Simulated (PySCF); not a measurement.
PySCF input (M06-2X/6-31G* (5d)):

```python
from pyscf import gto, dft

mol = gto.M(
    atom='''
    C     1.04026750   -0.37593961   -0.01423724
    N    -0.11684659    0.48974460    0.19151581
    C    -1.24598269   -0.02303043   -0.18381086
    H     1.77800493    0.11733555   -0.66719488
    H     1.55320242   -0.56566915    0.94223077
    H     0.76036857   -1.34627438   -0.46512181
    H    -2.03935871    0.76021600    0.03776388
    ''',
    basis='6-31g*',
    charge=-1,
    spin=0,
    verbose=4,
)

mf = dft.RKS(mol, xc='m062x')
mf.grids.level = 4
mf.conv_tol = 1e-9
mf.max_cycle = 100
mf.max_memory = 1500
mf.kernel()
if not mf.converged:
    mf = mf.newton()
    mf.kernel(mf.make_rdm1())
mf.dip_moment()
```

Problem. What final total energy does it give?

Solution. -133.18964 Eh.
